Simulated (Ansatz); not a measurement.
Relaxation of BFH₇NSi (11 atoms, charge 0, multiplicity 1), to a largest force component of 0.03 eV/Å in at most 50 steps.

All numbers below come from Ansatz, RKS PBE0/6-31G*.

```xyz
11
Properties=species:S:1:pos:R:3:forces:R:3
B 0.041 -0.390 -0.011 0.11 0.32 -0.18
H -0.127 -0.441 1.171 0.03 -0.40 0.14
F 1.250 -0.640 -0.491 -0.13 -0.03 0.07
H -0.857 -0.183 -0.782 0.07 -0.05 0.02
N 0.087 2.187 0.920 -0.33 -0.97 0.30
H 1.020 2.330 1.277 -0.02 0.00 0.00
Si -0.578 3.212 -0.303 -0.02 0.07 -0.03
H -0.855 2.500 -1.583 -0.02 0.01 -0.01
H -1.851 3.865 0.120 -0.01 -0.01 0.01
H 0.451 4.259 -0.552 0.00 0.00 0.00
H -0.389 1.401 1.388 0.32 1.05 -0.33
```

Q: Where does it end, and by what steps?

A: The forces met the threshold. The force dipped under the threshold on the way, but the program's further checks kept it going. After 21 steps the energy has fallen by 0.915 eV; F3 moved furthest, 1.47 Å. Joined: B1–N5 (2.74 → 1.66 Å).

| step | energy less start (eV) | largest force component (eV/Å) | accepted |
| --- | --- | --- | --- |
| 0 | 0.0000 | 1.054 | yes |
| 1 | -0.0380 | 1.464 | yes |
| 2 | -0.1546 | 1.404 | yes |
| 3 | -0.2923 | 1.709 | yes |
| 4 | -0.4757 | 1.826 | yes |
| 5 | -0.6604 | 2.198 | yes |
| 6 | -0.7533 | 0.676 | yes |
| 7 | -0.7863 | 0.300 | yes |
| 8 | -0.8185 | 0.400 | yes |
| 9 | -0.8272 | 0.371 | yes |
| 10 | -0.6939 | 0.948 | no |
| 11 | -0.8525 | 0.117 | yes |
| 12 | -0.8624 | 0.033 | yes |
| 13 | -0.8716 | 0.074 | yes |
| 14 | -0.8816 | 0.348 | yes |
| 15 | -0.8953 | 0.191 | yes |
| 16 | -0.9095 | 0.115 | yes |
| 17 | -0.9093 | 0.205 | no |
| 18 | -0.9118 | 0.013 | yes |
| 19 | -0.9140 | 0.088 | yes |
| 20 | -0.9149 | 0.069 | yes |
| 21 | -0.9152 | 0.016 | yes |

```xyz
11
Properties=species:S:1:pos:R:3
B 0.146 0.233 0.142
H 0.774 -0.406 0.961
F 0.933 0.731 -0.924
H -0.909 -0.253 -0.220
N -0.294 1.657 0.883
H 0.404 1.917 1.580
Si -0.377 2.905 -0.450
H -1.117 2.337 -1.592
H -1.170 4.025 0.136
H 0.982 3.403 -0.739
H -1.180 1.552 1.376
```

Whether the end is a true minimum wasn't checked by a vibrational analysis.

Time of the run: 87 s on 1 thread of Arm Neoverse V1, on a shared host, peak memory 0.15 GiB.
